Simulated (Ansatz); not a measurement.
Consider the ligand exchange at the Al–O bond: `[NH2][AlH][O][SiH2][SiH3]` + CH₃NH₂ → `C[NH][AlH][NH2]` + `O[SiH2][SiH3]`.

Calculated with Ansatz (gas phase, PBE0-D4/def2-TZVP geometries, no zero-point term in ΔE). CCSD(T)/CBS adds triple-zeta CCSD(T) − MP2 to the extrapolated MP2 energy (def2 sets, frozen cores). DFT in def2-TZVPP. B3LYP here is the variant with VWN-RPA as its local correlation; programs differ in this. Each species was taken in one conformer, which may not be the lowest.

Q: Is it downhill or uphill in electronic energy at CCSD(T)/CBS, and by how much? (Best estimate.)

A: Ansatz gave: Uphill: ΔE = +79.3 kJ/mol.

Q: What do these levels give: PBE0-D4, ωB97M-V, PBE, B3LYP, HF/def2-TZVPP, HF/CBS(def2)? (Estimate.)

A: The calculation gave: PBE0-D4 76.4, ωB97M-V 78.3, PBE 70.0, B3LYP 77.8, HF/def2-TZVPP 89.1, HF/CBS(def2) 90.0 kJ/mol.

Largest T1 diagnostic among the species: 0.012.

The D4 term adds +3.4 kJ/mol with B3LYP and +2.3 kJ/mol with PBE0; it sums over pairs of atoms, weighted by their polarisabilities, and B3LYP, whose exchange is more repulsive, gets the larger term. In def2-TZVPP, CCSD(T) changes the Hartree–Fock value by −9.3 kJ/mol (the triples alone add −1.3 kJ/mol) and MP2 by −9.8 kJ/mol.
